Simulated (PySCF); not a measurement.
Ligands exchanged one at a time, Sn NH2-OCH3. All species are isolated molecules in the gas phase. One relaxed conformer stands for each flexible species; it need not be the lowest. Strings in code marks are SMILES.

The T1 excitation (TDA) from two functionals at the same geometries (PBE0-D4/def2-SVP), both in PySCF: PBE-D3(BJ)/def2-TZVP and B3LYP-D3(BJ)/def2-TZVP. B3LYP has the VWN-RPA correlation part, as in Gaussian. Excitations are Tamm–Dancoff values on a coarser integration grid. The basis has no diffuse functions, so Rydberg states are missing or too high.

```tsv
species	PBE-D3(BJ)/def2-TZVP (eV)	B3LYP-D3(BJ)/def2-TZVP (eV)
0 of 4 NH2 replaced by OCH3 (`[NH2][Sn]([NH2])([NH2])[NH2]`)	4.22	4.71
1 of 4 NH2 replaced by OCH3 (`[NH2][Sn]([NH2])([O]C)[NH2]`)	4.05	4.67
2 of 4 NH2 replaced by OCH3 (`C[O][Sn]([NH2])([NH2])[O]C`)	3.92	4.49
3 of 4 NH2 replaced by OCH3	3.72	4.36
```

Over these rows, drawn at random from the members with no instability flagged (it was tested for open shells, ions and some series alone), PBE minus B3LYP-D3(BJ): mean -0.58 eV, from -0.64 eV to -0.49 eV.
